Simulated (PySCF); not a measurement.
# KAl: energy against distance

Set-up: K pcseg-1, Al pcseg-1; no relativity (PySCF 2.14). Energies in eV from K + Al in their ground configurations at the same level. State: ³Π (triplet), unpaired electrons σ ↑, π ↑.

All columns are PBE0. A positive dipole means K(−)Al(+).

```csv
R (Å),E (eV),μ (D),Mulliken charge on K (basis-dependent),HOMO (eV),LUMO (eV),Mayer bond order,⟨S²⟩
2.908,-0.459,-6.74,0.33,-3.26,-1.65,0.95,2.00
3.043,-0.580,-7.04,0.33,-3.18,-1.58,0.92,2.00
3.178,-0.647,-7.29,0.34,-3.11,-1.52,0.88,2.00
3.280,-0.670,-7.44,0.34,-3.07,-1.48,0.85,2.00
3.381,-0.675,-7.57,0.35,-3.04,-1.45,0.82,2.00
3.482,-0.668,-7.67,0.35,-3.02,-1.43,0.79,2.00
3.618,-0.644,-7.75,0.35,-2.99,-1.47,0.75,2.00
3.787,-0.598,-7.79,0.35,-2.98,-1.50,0.71,2.00
3.990,-0.532,-7.74,0.34,-2.98,-1.56,0.65,2.00
4.260,-0.440,-7.50,0.32,-3.01,-1.63,0.58,2.00
```

A fit through these points gives, at Re = 3.370 Å, μ = -7.55 D and dμ/dR = -1.13 D/Å; the reduced mass is 15.94 u.

Task: How strong is the fundamental in the double-harmonic approximation, I = 42.26·(dμ/dR)²/μred km/mol?

Result: I = 42.26·(-1.13)²/15.94 = 3.39 km/mol at PBE0.

The state was picked by a PBE0 search and need not be the measured ground state.
